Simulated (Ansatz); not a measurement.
ScO₃, relaxed as a doublet with UKS r2SCAN-D4/def2-TZVP in Ansatz, starting from the GFN2-xTB geometry. Force threshold 0.02 eV/Å.

The structure holds one bond between oxygen atoms, so isomers without such links may lie far lower. The structure comes from a short search, and lower isomers may exist.

Start:

```xyz
4

Sc    0.275   -0.316   -0.161
O    -0.715    1.237   -0.287
O     1.732   -1.236   -0.129
O    -1.292    0.316    0.578
```

Problem. Estimate the energy that the relaxation releases and the steps that it takes.

Solution. 1.51 eV, in 8 steps; 27 s on 4 threads of Arm Neoverse V1 on a shared host. No frequencies were taken in this run, so the end may be a saddle point.

Problem. Does the start keep its bonding and symmetry?

Solution. By distances, no bond broke or formed. The bond that changes most is Sc1–O4, from 1.84 to 2.09 Å (atoms count from 1). Point group Cs at the start, Cs at the end, both within 0.05 Å.

Problem. Predict the relaxed structure.

Solution. 
Cartesian coordinates in Å:
```
Sc 0.169 -0.622 -0.595
O -0.627 1.258 -0.145
O 1.658 -0.993 0.094
O -1.201 0.357 0.646
```
Bond lengths: 3 × O–Sc 1.68 to 2.09 Å; 1 × O–O 1.33 Å.
